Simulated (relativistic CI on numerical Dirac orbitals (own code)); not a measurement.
**Pm2+: computed level list**

These numbers are calculated, not measured: Dirac-Coulomb-Breit CI, orbitals from a KLI potential per configuration, QED by a radiative potential, valence Slater integrals scaled by 0.85, P86 correlation estimate, and configurations built on the next ion tied to the tabulated ionisation energy (semi-empirical) (own radial code, finite nucleus).

Configurations in the expansion (outside the closed core [Xe]): 4f5, 4f4 5d, 4f4 6s, 4f4 6p, 4f4 6d, 4f4 7s, 4f4 5f, 4f4 6f, 4f3 5d 6s, 4f3 6s2, 4f3 5d 6p, 4f4 7p. Levels of other configurations are missing.

The lowest level is 4f5 6H°_5/2, with 95 % of that term; Hund's rules for 4f5 give 6H° with J = 5/2, in agreement.

```
No.  Configuration  Term     J  E (cm⁻¹)   %  Landé g        jj configuration (%)
  1            4f5   6H°   5/2       0.0  95    0.292        4f5/2^3 4f7/2^2 (34)
  2            4f5   6H°   7/2     731.8  96    0.827          4f5/2^4 4f7/2 (37)
  3            4f5   6H°   9/2    1603.5  97    1.070        4f5/2^3 4f7/2^2 (57)
  4            4f5   6H°  11/2    2581.8  97    1.201        4f5/2^2 4f7/2^3 (50)
  5            4f5   6H°  13/2    3638.8  96    1.279        4f5/2^2 4f7/2^3 (46)
  6            4f5   6H°  15/2    4750.2  95    1.329        4f5/2^2 4f7/2^3 (38)
  7            4f5   6F°   1/2    5910.9  96   -0.656        4f5/2^3 4f7/2^2 (51)
  8            4f5   6F°   3/2    6110.2  95    1.059          4f5/2^4 4f7/2 (33)
  9            4f5   6F°   5/2    6498.3  94    1.306        4f5/2^3 4f7/2^2 (50)
 10            4f5   6F°   7/2    7137.8  95    1.391        4f5/2^3 4f7/2^2 (37)
 11            4f5   6F°   9/2    8011.8  96    1.430        4f5/2^2 4f7/2^3 (43)
 12            4f5   6F°  11/2    9064.5  97    1.452        4f5/2^2 4f7/2^3 (43)
 13            4f5   4G°   5/2   15728.2  49    0.790                4f5/2^5 (45)
 14            4f5   4F°   3/2   16034.0  95    0.417        4f5/2^3 4f7/2^2 (49)
 15            4f5   4M°  15/2   16816.0  83    0.850          4f5/2^4 4f7/2 (48)
 16     4f4(5I) 5d    6L  11/2   16998.7  96    0.620    4f5/2^3 4f7/2 5d3/2 (37)
 17            4f5   4G°   7/2   17198.3  57    1.081          4f5/2^4 4f7/2 (43)
 18            4f5   4I°   9/2   17313.1  95    0.732        4f5/2^3 4f7/2^2 (46)
 19            4f5   4I°  11/2   17725.5  77    0.929        4f5/2^3 4f7/2^2 (38)
 20            4f5   4M°  17/2   18016.7  90    0.976        4f5/2^3 4f7/2^2 (73)
 21            4f5   4I°  13/2   18189.5  62    1.045        4f5/2^3 4f7/2^2 (39)
 22     4f4(5I) 5d    6L  13/2   18392.0  97    0.853    4f5/2^3 4f7/2 5d3/2 (44)
 23            4f5   4F°   5/2   18739.5  52    0.833        4f5/2^2 4f7/2^3 (53)
 24            4f5   4I°  15/2   19026.5  62    1.141        4f5/2^3 4f7/2^2 (52)
 25            4f5   4M°  19/2   19104.0  93    1.070        4f5/2^2 4f7/2^3 (65)
 26            4f5   4G°   9/2   19214.0  71    1.204        4f5/2^3 4f7/2^2 (48)
 27     4f4(5I) 5d    6K   9/2   19342.0  95    0.553    4f5/2^3 4f7/2 5d3/2 (33)
 28     4f4(5I) 5d    6L  15/2   19912.8  98    1.004  4f5/2^2 4f7/2^2 5d3/2 (41)
 29            4f5   4M°  21/2   20046.6  95    1.139        4f5/2^2 4f7/2^3 (49)
 30     4f4(5I) 5d    6K  11/2   20570.8  96    0.842    4f5/2^3 4f7/2 5d3/2 (39)
 31            4f5   4L°  13/2   20687.6  62    0.897        4f5/2^3 4f7/2^2 (48)
 32            4f5   4F°   7/2   20706.7  57    1.140          4f5/2 4f7/2^4 (45)
 33            4f5   4K°  11/2   20892.7  78    0.810        4f5/2^2 4f7/2^3 (46)
 34            4f5   4L°  15/2   21432.3  52    1.036        4f5/2^3 4f7/2^2 (59)
 35     4f4(5I) 5d    6L  17/2   21536.8  98    1.107  4f5/2^2 4f7/2^2 5d5/2 (43)
 36            4f5   4G°  11/2   21584.0  89    1.258        4f5/2^2 4f7/2^3 (48)
 37     4f4(5I) 5d    6K  13/2   21911.7  97    1.014  4f5/2^2 4f7/2^2 5d3/2 (37)
 38     4f4(5I) 5d    6I   7/2   22158.6  88    0.472    4f5/2^3 4f7/2 5d3/2 (32)
 39            4f5   4K°  17/2   22204.8  48    1.118        4f5/2^2 4f7/2^3 (74)
 40            4f5   4D°   5/2   22382.9  44    1.493        4f5/2^3 4f7/2^2 (39)
 41            4f5   4K°  13/2   22404.7  60    0.931        4f5/2^3 4f7/2^2 (47)
 42            4f5   4F°   9/2   22530.6  70    1.281          4f5/2 4f7/2^4 (39)
 43     4f4(5I) 5d    6L  19/2   23244.7  98    1.180    4f5/2 4f7/2^3 5d5/2 (39)
 44            4f5   4D°   1/2   23247.0  71    0.162          4f5/2^4 4f7/2 (58)
 45     4f4(5I) 5d    6I   9/2   23281.9  93    0.837    4f5/2^3 4f7/2 5d3/2 (38)
 46     4f4(5I) 5d    6K  15/2   23336.4  96    1.125  4f5/2^2 4f7/2^2 5d5/2 (36)
 47            4f5   4D°   3/2   23462.6  53    1.567        4f5/2^3 4f7/2^2 (50)
 48     4f4(5I) 5d    6G   3/2   23698.7  96    0.010    4f5/2^3 4f7/2 5d5/2 (35)
 49            4f5   4K°  15/2   23732.2  53    1.042        4f5/2^2 4f7/2^3 (83)
 50     4f4(5I) 5d    6G   5/2   23928.5  79    0.807    4f5/2^3 4f7/2 5d5/2 (27)
 51            4f5   4L°  17/2   24039.4  40    1.107        4f5/2^2 4f7/2^3 (38)
 52            4f5   4D°   7/2   24250.4  80    1.458        4f5/2^2 4f7/2^3 (55)
 53            4f5   4L°  19/2   24371.3  90    1.149        4f5/2^2 4f7/2^3 (56)
 54     4f4(5I) 5d    6I  11/2   24484.9  95    1.033  4f5/2^2 4f7/2^2 5d3/2 (35)
 55     4f4(5I) 5d    6G   7/2   24543.1  67    1.038    4f5/2^3 4f7/2 5d3/2 (30)
 56            4f5   4H°   7/2   24570.8  93    0.680        4f5/2^2 4f7/2^3 (35)
 57     4f4(5I) 5d    6K  17/2   24820.4  94    1.200  4f5/2^2 4f7/2^2 5d5/2 (33)
 58            4f5   6P°   3/2   24887.2  52    1.871        4f5/2^2 4f7/2^3 (44)
 59            4f5   4H°   9/2   24986.5  85    0.984        4f5/2^3 4f7/2^2 (33)
 60     4f4(5I) 5d    6L  21/2   25025.1  97    1.235    4f5/2 4f7/2^3 5d5/2 (46)
 61            4f5   4H°  11/2   25279.4  81    1.138        4f5/2^2 4f7/2^3 (26)
 62     4f4(5I) 5d    6G   9/2   25439.3  58    1.165  4f5/2^2 4f7/2^2 5d3/2 (31)
 63            4f5   6P°   5/2   25480.2  57    1.663        4f5/2^2 4f7/2^3 (39)
 64     4f4(5I) 5d    6H   5/2   25549.1  63    0.417    4f5/2^3 4f7/2 5d3/2 (23)
 65            4f5   4H°  13/2   25559.0  92    1.221        4f5/2^2 4f7/2^3 (41)
 66     4f4(5I) 5d    6I  13/2   25745.0  94    1.151  4f5/2^2 4f7/2^2 5d5/2 (31)
 67     4f4(5I) 5d    4H   7/2   25795.2  59    0.764    4f5/2^3 4f7/2 5d5/2 (33)
 68            4f5   2L°  15/2   25811.6  58    0.989        4f5/2^2 4f7/2^3 (47)
 69     4f4(5I) 5d    6K  19/2   26340.4  91    1.253    4f5/2 4f7/2^3 5d5/2 (32)
 70     4f4(5I) 5d    6G  11/2   26743.8  63    1.270  4f5/2^2 4f7/2^2 5d3/2 (34)
```

Energies count from the lowest computed level; ° marks odd parity. Percentages are summed over parent terms; the parents shown are those of the largest component, closed shells are left out there. Filled j subshells are mostly left out of the jj labels.

The mean weight of the leading LS term, summed over parents, in these 70 levels is 80 %, and that of the leading jj configuration (from the same eigenvectors) 43 %, so LS coupling describes them better.

Configurations that consist of the next ion and one excited electron were tied to the tabulated ionisation energy; Rydberg ones are usually within 1,000 to 3,000 cm⁻¹ and the lowest ones within about 6,000 (9,000 in d shells), while levels on excited terms of the next ion carry the error of that term, and the other configurations can be misplaced by 10,000 cm⁻¹ or more. Rates follow the energies as ν³ (E1, M1) or ν⁵ (E2), so rates, branching and lifetimes can be off by large factors. The fine structure of a lone outer electron comes out too small, for d and f at times inverted, and misplaced configurations move strength between like terms.

Landé's interval rule says that E(J) − E(J−1) = AJ with one A. For the ground term the intervals give A = 209.1, 193.7, 177.9, 162.6, 148.2 cm⁻¹ for J = 7/2, 9/2, 11/2, 13/2, 15/2; the multiplet is regular.

LS names give the leading component of a level, which can be under half, so a name can repeat, a term be missing and a line seem to break the LS rules.
